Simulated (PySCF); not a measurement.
## ECD: `C#C[Si@H](CCl)P[SiH3]`, C3H8ClPSi2

Cartesian coordinates in Å; atom numbers follow the order of the lines, from 1:
```xyz
15

C    -3.1746   -1.5065   -1.0331
C    -2.2115   -1.0567   -0.4703
Si   -0.6829   -0.3664    0.3132
C    -0.9839    1.5001    0.6657
Cl   -0.1371    2.4780   -0.5601
P     0.9714   -0.4075   -1.1833
Si    2.7635    0.0550    0.0718
H    -4.0265   -1.8959   -1.5133
H    -0.4966   -1.0501    1.6047
H    -0.5981    1.8059    1.6345
H    -2.0363    1.7647    0.6134
H     1.1316   -1.7827   -1.1291
H     3.9206   -0.4417   -0.6728
H     2.8326    1.5026    0.2464
H     2.7233   -0.5908    1.3904
```

Computed, not measured: TDDFT PBE0/def2-SVPD circular dichroism and optical rotation, one conformer, gas phase (PySCF 2.14.0). Geometry: GFN2-xTB.

The molecule is flexible and this is one conformer; a measurement averages over conformers.

(1) Assign R or S to each stereocentre.

(2) List the lowest 8 singlet excitations with oscillator and rotatory strengths.

Answers

(1) Si3 R.

(2) Rotatory strengths R in 10⁻⁴⁰ esu² cm², velocity form and length form (origin at the centre of mass); f in length form.
```csv
state,E (eV),λ (nm),f,R (velocity),R (length),main
1,5.27,235,0.025,+5.9,+5.7,HOMO→LUMO 0.95
2,5.82,213,0.005,+14.2,+14.5,"HOMO−1→LUMO 0.37, HOMO→LUMO+1 0.28"
3,5.87,211,0.006,-18.9,-18.2,"HOMO→LUMO+1 0.63, HOMO−1→LUMO 0.15"
4,6.03,206,0.015,+6.1,+5.8,HOMO→LUMO+2 0.80
5,6.09,204,0.040,+1.5,+1.4,"HOMO−2→LUMO 0.32, HOMO−1→LUMO 0.24"
6,6.29,197,0.040,+29.6,+28.9,"HOMO−2→LUMO+1 0.34, HOMO−1→LUMO+1 0.28"
7,6.39,194,0.021,-23.8,-22.5,"HOMO→LUMO+3 0.55, HOMO−4→LUMO 0.23"
8,6.45,192,0.011,+34.9,+32.5,"HOMO→LUMO+3 0.32, HOMO−4→LUMO 0.23"
```

Among the states computed, the strongest CD band (largest |R|) is state 8. The largest dissymmetry factor in size, g = 4R/(D+G), with D and G the electric and magnetic dipole strengths, is +0.027 for state 8 (velocity form, f = 0.013), among bands with |R| over 0.5. The mirror image has the same energies and oscillator strengths and all R with the opposite sign.
